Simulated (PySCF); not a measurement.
**Fractional electron number in V²⁺ (vanadium, charge +2)**

The 3d alpha orbital of [Ar] 3d3 is emptied in steps (occupation f), with all orbitals relaxed, ending at [Ar] 3d2. Computed with PySCF 2.14 in aug-cc-pVTZ (8s7p5d3f2g, 93 functions), with the non-relativistic Hamiltonian (point nucleus). The exact energy is a straight line in f; departures are measured from the line between the end points of the same method.

Among BHandHLYP, wB97X, HSE06, which shows the largest delocalisation error (convex curve), and which is closest to linear?

Most convex: HSE06 (-1.439 eV at f = 0.5); closest to linear: wB97X (-0.686 eV).

```
  f  BHandHLYP (eV)  wB97X (eV)  HSE06 (eV)
  1           0.000       0.000       0.000
0.9          -0.271      -0.241      -0.512
0.7          -0.636      -0.570      -1.202
0.5          -0.763      -0.686      -1.439
0.3          -0.645      -0.583      -1.215
0.1          -0.278      -0.252      -0.523
  0           0.000       0.000       0.000
```

```
   method  E(f=0) − E(f=1) (eV)  −ε at f=1 (eV)  −ε at f=0.5 (eV)
BHandHLYP                29.863          26.868            29.838
    wB97X                29.698          27.038            29.660
    HSE06                30.057          24.390            30.016
```

Reference removal energy between the ground levels: 29.311 eV (measured; NIST Atomic Spectra Database, ionization energies). The calculation has no spin-orbit coupling. The determinant left behind need not be the lowest term of the ion.
